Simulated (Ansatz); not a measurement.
One geometry of the cluster Na₆P⁻, several levels of theory.

```yaml
crystal:
  periodic: [false, false, false]
  atoms:
    - {symbol: P, position_ang: [0.063544, 0.529175, 0.549759]}
    - {symbol: Na, position_ang: [1.480165, -1.538164, -0.436830]}
    - {symbol: Na, position_ang: [-1.552718, 2.220011, 1.845735]}
    - {symbol: Na, position_ang: [-0.422640, -4.325894, -1.955349]}
    - {symbol: Na, position_ang: [2.004068, 1.922511, 1.751790]}
    - {symbol: Na, position_ang: [0.180239, 2.401178, -1.339034]}
    - {symbol: Na, position_ang: [-1.752668, -1.208826, -0.416061]}
basis:
  gaussian: {orbitals: def2-TZVPD, initial_orbitals: start.molden}
total_charge: -1
hamiltonian: {xc: pbe0, dispersion: d4}
scf: {omitted_lower_state_checks: [starts]}
output: {orbitals: {seedname: orbitals}}
```

The file start.molden holds the orbitals of an earlier run on this structure, at another level or in another basis.

```sh
$ ansatz run in.yaml --threads 4 --pin off --events-out ev --progress --plain --max-ram 4787MiB
```

Shortened log:

```
Functional definition: PBE0
2272 factors; their error is unknown
mean field evaluation 1: about -35760.6709 eV, gradient 1.4e2 eV
mean field evaluation 2: about -35765.8118 eV, gradient 8.1e0 eV
mean field evaluation 4: about -35768.1389 eV, gradient 7.2e0 eV
mean field evaluation 8: about -35769.0457 eV, gradient 4.4e-3 eV
mean field -35769.04569462 eV, -1314.4881841473 hartree, gradient 2.2e-5 eV, S^2 0.000000; 0 other end points of the search recorded, 0 dependent functions left out
reference -35769.04573462 eV, -1314.4881856173 hartree; 41, 41 occupied and 212, 212 virtual orbitals, 2272 factors
Total energy: -35769.23419144 eV, -1314.4951112775 hartree
Checks for a lower state left out: starts
```

Hardware: 4 threads of Intel Xeon Platinum 8488C on a shared host. Wall time 10 s, peak host memory 1.3 GiB.

The first input with `hamiltonian: {xc: pbe, dispersion: d4}`, `output: {forces: true, orbitals: {seedname: orbitals}}` (abridged; 5.5 s):

```
Functional definition: PBE
mean field -35766.21179612 eV, -1314.3840402984 hartree, gradient 2.5e-5 eV, S^2 0.000000
Total energy: -35766.42708729 eV, -1314.3919521029 hartree
Atom 0 force    -0.000937     0.002896    -0.000460 eV/Å
Atom 1 force    -0.015358    -0.000543    -0.001890 eV/Å
Atom 2 force     0.013839    -0.004324    -0.010642 eV/Å
Atom 3 force     0.000100     0.011821     0.006827 eV/Å
Atom 4 force    -0.013934    -0.001458    -0.008188 eV/Å
Atom 5 force     0.000093    -0.002904     0.016050 eV/Å
Atom 6 force     0.016198    -0.005488    -0.001696 eV/Å
Dipole moment:     0.013022     0.172367    -0.006376 e Å
Checks for a lower state left out: starts
```

First input, but with `gaussian: {orbitals: def2-SVPD, initial_orbitals: start.molden}`, `correlation: {method: ccsd_t}` and without the key `hamiltonian` (abridged; 40 s):

```
Functional definition: HF
mean field evaluation 16: about -35686.9769 eV, gradient 1.6e-6 eV
mean field evaluation 32: about -35684.9387 eV, gradient 7.9e-1 eV
mean field evaluation 64: about -35685.0406 eV, gradient 6.5e0 eV
mean field evaluation 96: about -35685.5514 eV, gradient 5.2e-2 eV
mean field -35686.97685532 eV, -1311.4722099312 hartree, gradient 3.8e-6 eV, S^2 0.000000; 1 other end points of the search recorded, 0 dependent functions left out; unrestricted orbitals would lower it
mean field evaluation 128: about -35687.3909 eV, gradient 6.4e-1 eV
determinant -35686.97685532 eV, -1311.4722099312 hartree, with singles and doubles -35693.85223397 eV, -1311.7248754363 hartree
determinant -35684.82541241 eV, -1311.3931458627 hartree, with singles and doubles -35691.84373328 eV, -1311.6510643974 hartree
11 core orbitals not correlated: weight in the atoms' cores, before any rotation towards them, 1.000 or more for the frozen orbitals, at most 0.000 for the correlated occupied ones
second order -6.37931531 eV of doubles, -0.00000000 eV of singles
cycle   1  -6.81133376 eV  change   -2.0e-1 eV  update   3.7e-2
cycle   2  -6.83388556 eV  change   -2.3e-2 eV  update   9.8e-3
cycle   3  -6.83344672 eV  change    4.4e-4 eV  update   4.5e-3
cycle   4  -6.83494711 eV  change   -1.5e-3 eV  update   2.0e-3
cycle   5  -6.83528244 eV  change   -3.4e-4 eV  update   1.2e-3
cycle   6  -6.83533218 eV  change   -5.0e-5 eV  update   5.8e-4
cycle   7  -6.83532377 eV  change    8.4e-6 eV  update   3.1e-4
cycle   8  -6.83537187 eV  change   -4.8e-5 eV  update   1.4e-4
cycle   9  -6.83537180 eV  change    7.0e-8 eV  update   6.8e-5
perturbative correction -0.54016205 eV, -0.0198505890 hartree
Total energy: -35694.35238916 eV, -1311.7432558007 hartree
Checks for a lower state left out: starts
```

The first input with `hamiltonian: {xc: {name: r2SCANh}, dispersion: d4}` (abridged; 11 s):

```
Functional definition: r2SCANh
mean field -35782.78580401 eV, -1314.9931238541 hartree, gradient 1.3e-5 eV, S^2 0.000000
Total energy: -35782.83482633 eV, -1314.9949253911 hartree
Checks for a lower state left out: starts
```

The first input with `hamiltonian: {xc: r2scan, dispersion: d4}` (abridged; 8.5 s):

```
Functional definition: r2SCAN
mean field -35783.35202441 eV, -1315.0139320700 hartree, gradient 1.6e-5 eV, S^2 0.000000
Total energy: -35783.39316948 eV, -1315.0154441232 hartree
Checks for a lower state left out: starts
```

As the first input, with `hamiltonian: {xc: {name: PBE-QIDH}}` and without the key `output` (abridged; 13 s):

```
Functional definition: PBE-QIDH
mean field -35748.19166692 eV, -1313.7218127646 hartree, gradient 2.4e-6 eV, S^2 0.000000; unrestricted orbitals would lower it
11 core orbitals not correlated: weight in the atoms' cores, before any rotation towards them, 1.000 or more for the frozen orbitals, at most 0.000 for the correlated occupied ones
second order -37.13369909 eV of doubles, -0.00000000 eV of singles
Total energy: -35760.56958206 eV, -1314.1766927562 hartree
Checks for a lower state left out: starts
```

As the first input, with `correlation: {method: mp2}` and without the key `hamiltonian` (abridged; 10 s):

```
Functional definition: HF
mean field -35699.50986193 eV, -1311.9327894289 hartree, gradient 3.6e-6 eV, S^2 0.000000; unrestricted orbitals would lower it
mean field evaluation 16: about -35699.7979 eV, gradient 1.0e0 eV
11 core orbitals not correlated: weight in the atoms' cores, before any rotation towards them, 1.000 or more for the frozen orbitals, at most 0.000 for the correlated occupied ones
second order -33.80911464 eV of doubles, -0.00000000 eV of singles
Total energy: -35733.31897657 eV, -1313.1752514754 hartree
Checks for a lower state left out: starts
```

Geometry: PBE-D4/def2-SVPD.

Correlated methods freeze 11 core orbitals; core or outer-core shells of Na are correlated, in sets that lack core-valence functions. The restricted singlet is unstable towards broken spin symmetry at other levels; at PBE0-D4/def2-TZVPD, PBE-D4/def2-TZVPD, r2SCANh-D4/def2-TZVPD, r2SCAN-D4/def2-TZVPD this wasn't settled. At PBE-D4/def2-TZVPD, r2SCANh-D4/def2-TZVPD, r2SCAN-D4/def2-TZVPD the highest occupied level of the charge -1 singlet lies above zero (up to 0.17 eV). The electron is either unbound and held by the finite basis, or the level is raised by self-interaction error. At CCSD(T)/def2-SVPD, PBE-QIDH/def2-TZVPD, MP2/def2-TZVPD the restricted singlet (for correlated methods, its reference) is unstable: a solution with broken spin symmetry lies lower. The geometry of the singlet was relaxed on an unsound state (restricted singlet, unstable towards broken spin symmetry at other levels and untested here). The structure comes from a short search, and lower isomers may exist.
